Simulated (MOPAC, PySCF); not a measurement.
CH₆OSi₂, SMILES `C(/[SiH3])=[SiH]\O` (H–O–Si–C torsion 180°), neutral singlet in the gas phase. 

Cartesian coordinates (Å):
```xyz
10

O      2.8159    -0.0620     0.0084
Si     1.2346     0.3400     0.1219
C     -0.0456    -0.7073    -0.2325
Si    -1.7941    -0.1727    -0.0725
H      3.4801     0.5966     0.2283
H      1.0611     1.7310     0.5722
H      0.1657    -1.7194    -0.5618
H     -1.8314     1.2401     0.3879
H     -2.5330    -0.2537    -1.3594
H     -2.5534    -0.9924     0.9074
```
Charge 0, spin multiplicity 1.

All levels are single points at this geometry (B3LYP-D3(BJ)/def2-TZVP); Pople sets use spherical d functions. Orbital energies aren't observables, and empty levels follow the basis.

```csv
level,HOMO (eV),LUMO (eV),gap (eV),dipole (D),"vertical IE, Delta-SCF (eV)"
TPSSh-D3(BJ)/def2-TZVP in PySCF,-5.89,-1.11,4.78,3.38,8.28
B3LYP/6-311+G** in PySCF,-6.28,-1.06,5.23,3.25,–
B3LYP/6-31G* in PySCF,-6.00,-0.52,5.48,3.29,8.20
B3LYP/LANL2DZ in PySCF,-6.21,-0.88,5.33,2.95,–
M06-2X/6-31G* in PySCF,-7.27,0.43,7.70,3.40,–
PBE/6-31G* in PySCF,-5.20,-1.19,4.01,3.23,8.14
SVWN5/6-31G* in PySCF,-5.30,-1.34,3.96,3.23,8.32
HF/3-21G in PySCF,-8.46,2.86,11.32,3.54,–
HF/6-31G* in PySCF,-8.49,2.87,11.36,3.72,7.05
AM1 in MOPAC,-8.56,-0.25,8.31,2.37,–
PM3 in MOPAC,-7.71,-0.06,7.65,1.91,–
PM6 in MOPAC,-8.33,-0.71,7.62,4.71,–
PM7 in MOPAC,-9.38,-0.98,8.39,1.25,–
```
